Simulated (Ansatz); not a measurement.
`[OH][Sc]([Cl])[Cl]`, charge 0, multiplicity 1.

Give a relaxed structure at PBE0-D4/def2-TZVP (Ansatz). (Best estimate.)

Computed: 
```xyz
5

O     0.224   -0.819    1.055
Sc   -0.079    0.285   -0.367
Cl    1.443    1.933   -0.856
Cl   -1.974   -0.005   -1.631
H     0.387   -1.394    1.798
```
Point group C2v.
